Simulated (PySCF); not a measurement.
Gas-phase reaction: Ge2H6 + 2 H + 2 GeH2F2 ⇌ 4 GeH3F, at 2000 K and a standard pressure of 1 bar. Level: M06-2X/def2-TZVP†.

Energies from PySCF, thermal terms from the rigid-rotor harmonic-oscillator model, ideal gas at 1 bar. † marks an energy on the PBE0/def2-TZVP geometry and frequencies. Open shells (unrestricted): H (multiplicity 2); the rest are closed-shell singlets. Ge: all electrons, no relativistic terms. GeH2F2: computed as isolated molecules; such fragments, hydroxides, amides, oligomers or adducts are transient or little studied in the gas. The harmonic model lacks anharmonicity and excited electronic states, which grow with temperature; levels with a mode under 35 cm⁻¹ are left out. Internal rotation in Ge2H6 is treated as a harmonic vibration of one conformer, which makes the entropy rough.

| species | E (Ha) | H(2000 K) − E (kJ/mol) | S°(2000 K) (J/mol/K) |
|---|---|---|---|
| Ge2H6 | -4157.58711 | 388.8 | 555.0 |
| H | -0.49815 | 41.6 | 154.3 |
| GeH2F2 | -2277.99173 | 225.3 | 442.5 |
| GeH3F | -2178.68054 | 228.6 | 405.8 |
E: electronic energy; H − E holds the zero-point and thermal terms. 1 Ha = 2625.5 kJ/mol.

**Question.** Work out ΔH°, ΔS°, ΔG° and log10 K from these numbers.

**Answer.** 1. ΔE = 4×(-2178.68054) − 1×(-4157.58711) − 2×(-0.49815) − 2×(-2277.99173) = -0.15529 Ha = -407.7 kJ.
2. Δ(H − E) = 4×(228.6) − 1×(388.8) − 2×(41.6) − 2×(225.3) = -8.2 kJ, so ΔH° = -415.9 kJ.
3. ΔS° = 4×(405.8) − 1×(555.0) − 2×(154.3) − 2×(442.5) = -125.4 J/K; the number of gas molecules changes by -1.
4. ΔG° = ΔH° − TΔS° = -415.9 − 2000×(-125.4)/1000 = -165.1 kJ.
5. log10 K = −ΔG°/(RT ln 10) = 4.31, with RT ln 10 = 38.29 kJ/mol; at standard pressures the products are favoured.
6. A shift of 10 kJ in ΔE would move log10 K by 0.26 here.
7. Lowering the total pressure from 1 bar to 0.01 bar multiplies the mole-fraction quotient K_x = K (p/p°)^(−Δn) by 10^-2, which pushes the balance towards the reactants.
For scale, ΔH°(298 K) is -380 kJ at this level, -380 kJ at ωB97M-V/def2-TZVP†, and runs from -396 to -290 kJ over the 19 levels computed.
